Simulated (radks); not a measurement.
Q: Radial electron density D(r) = 4 pi r^2 rho(r) of an atom or ion with 45 electrons. Calculated with a radial shooting solver on a logarithmic mesh with Libxc functionals: Dirac Kohn-Sham, BLYP, spin-unpolarised, spherical densities, finite nucleus; Fermi nuclear charge, rms radius of each element as measured or else 0.836 A^(1/3) + 0.57 fm.

r (bohr)  D(r) (e/bohr)
0.001049          1.475
0.001388          2.413
0.001851          3.958
0.002449          6.314
0.003266          10.01
0.004322          15.29
0.005718          22.59
0.007626          32.28
0.01009           43.13
0.01346           53.85
0.01781           60.89
0.02356           61.96
0.03143           57.44
0.04158           53.61
0.05546           58.65
0.07338           71.60
0.09709           77.99
0.1295            66.42
0.1713            53.19
0.2285            58.18
0.3024            62.21
0.4001            42.26
0.5336            20.60
0.706             18.69
0.9416            17.87
1.246             9.966
1.648             4.111
2.199             1.979
2.909            0.8788
3.88             0.1957
5.134           0.01715
6.793         0.0004228

What is the nuclear charge?

A: Z = 48. The innermost maximum, from 1s, lies near gamma/Z bohr with gamma = sqrt(1 - (Z/c)^2) = 0.937, here 0.0195 bohr (found: 0.0214), and its height grows with Z. The density is that of the cadmium ion Cd3+ in [Kr] 4d6.5 5s0.5 5p2; the configuration itself is not fixed sharply by these data, and Z only to a few units. D(r) has 4 maxima, at r = 0.0214, 0.0940, 0.279, 0.802 bohr, and minima at 0.0423, 0.183, 0.626 bohr, inside which lie 2.04, 11.16, 29.12 electrons.
